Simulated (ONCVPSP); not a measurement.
## iron: variants of one ONCV potential

Base potential:

Fe (Z = 26), optimised norm-conserving Vanderbilt (ONCV), made with ONCVPSP 4.0.1 (PBE, scalar-relativistic). Core [Ne], reference 3s2 3p6 3d6 4s2. Waves: 3s+4s: rc 1.10 bohr, ncon 5, nbas 9, qcut 8.4 1/bohr, 2 projectors; 3p: rc 1.15 bohr, ncon 4, nbas 8, qcut 14.6 1/bohr, 1 projector; 3d: rc 1.25 bohr, ncon 4, nbas 8, qcut 12.4 1/bohr, 1 projector. Local part: polynomial inside 0.75 bohr (lpopt 4, dvloc0 2 Ha). Core correction: Teter function, fcfact 4.5, rcfact 1.45.

Cutoffs, loose and tight: the cutoffs (Ha) at which the residual kinetic energy of the hardest occupied pseudo-wave falls to 1 and 0.1 mHa per electron. They do not see the model core or the augmentation charge, which bear on the density cutoff. Test errors are all-electron minus pseudo excitation energies from the reference, over the configurations 3s2 3p6 3d6 4s1; 3s2 3p6 3d6 4s0; 3s2 3p6 3d5 4s0; 3s2 3p6 3d7 4s1. A dash means not determined; rows that change the core or the reference have their own tests.

A true bound ghost makes a file unfit for plane-wave use even where its test errors are small: the radial tests pick states by their node count and pass the ghost by.

| change | outcome | cutoff, loose | cutoff, tight | bound ghosts | GHOST(+) flags above zero | largest test error (meV) |
| --- | --- | --- | --- | --- | --- | --- |
| base | generated | 69 Ha | 176 Ha | none | none | -6.1 |
| local potential polynomial inside 0.95 bohr (lpopt 4, dvloc0 0 Ha) | generated | 69 Ha | 176 Ha | none | none | -7.5 |
| d: rc 1.1, qcut 14.1 | generated | 76 Ha | 176 Ha | none | none | -5.0 |
| d: qcut 14.8 | generated | 72 Ha | 176 Ha | none | none | -5.5 |
| core [Ar], valence charge 8; reference 3d6 4s2; waves now 4s: rc 2.20 bohr, ncon 4, nbas 9, qcut 2.8 1/bohr, 3 projectors, debl 1.8 Ha; p scattering state at 0.35 Ha: rc 1.85 bohr, ncon 5, nbas 9, qcut 5.3 1/bohr, 3 projectors, debl 3.9 Ha; 3d: rc 1.40 bohr, ncon 3, nbas 8, qcut 13.6 1/bohr, 2 projectors, debl 2.3 Ha; local potential polynomial inside 1.35 bohr (lpopt 5, dvloc0 0 Ha) | generated | 59 Ha | 68 Ha | p | s | -299 |
| local potential polynomial inside 0.75 bohr (lpopt 4, dvloc0 9.5 Ha) | generated | 69 Ha | 176 Ha | none | none | -6.7 |
| all radii but the core radius scaled by about 1.24 (s 1.36, p 1.42, d 1.56 bohr); local potential polynomial inside 0.94 bohr (lpopt 4, dvloc0 2 Ha) | generated | 50 Ha | 57 Ha | none | none | -9.9 |
| s: nproj 4 | generated, misses its reference levels by 0.20 eV | 69 Ha | 176 Ha | s | s | -4.4 |
| s: ncon 4, nbas 8 | generated | 60 Ha | 125 Ha | none | none | -6.7 |
| d: nbas 7 | generated | 69 Ha | 176 Ha | none | none | -6.1 |
| core correction Teter function fitted to the true core (icmod 2), fcfact 0.7 | generated | 69 Ha | 176 Ha | none | none | -6.1 |

Problem. What comes out with this change to the base: s: qcut 9.7?

Solution. outcome: generated; cutoff, loose: 60 Ha; cutoff, tight: 117 Ha; bound ghosts: none; GHOST(+) flags above zero: none; largest test error (meV): -5.7.
